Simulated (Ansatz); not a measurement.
Energy difference R1 → 2 P1 + P2, each structure at its B3LYP-D3(BJ)/def2-TZVP stationary point, reached from a drawn start (curvature not checked).
R1: H2O (SMILES O), charge 0, multiplicity 1.
P1: H atom, charge 0, multiplicity 2.
P2: O atom, charge 0, multiplicity 3.

P less R. No zero-point or thermal terms; singlets are restricted closed shells; open shells are unrestricted; no spin–orbit coupling.

Cores are frozen in the correlated methods.

The values were computed with Ansatz (Gaussian basis) for Hartree–Fock, density functionals and correlated methods. Each number belongs to the level named beside it.

Total energies in hartree:

```csv
structure,PBE/def2-TZVPP,CCSD(T)/cc-pVQZ
R1,-76.380147,-76.359711
P1,-0.499616,-0.499946
P2,-75.009672,-74.993566
```

Problem. Work out the reaction energy at each level in kJ/mol (1 hartree = 2625.49964 kJ/mol), and say how far PBE/def2-TZVPP lies from CCSD(T)/cc-pVQZ.

Solution. 
- PBE/def2-TZVPP: 2 × (-0.499616) + (-75.009672) − (-76.380147) = 0.371243 hartree = 974.7 kJ/mol
- CCSD(T)/cc-pVQZ: 2 × (-0.499946) + (-74.993566) − (-76.359711) = 0.366253 hartree = 961.6 kJ/mol
PBE/def2-TZVPP less CCSD(T)/cc-pVQZ: 13.1 kJ/mol. CCSD(T)/cc-pVQZ is the level counted from, the highest shown, and no exact or measured value.

Ansatz is a program for electronic structure.
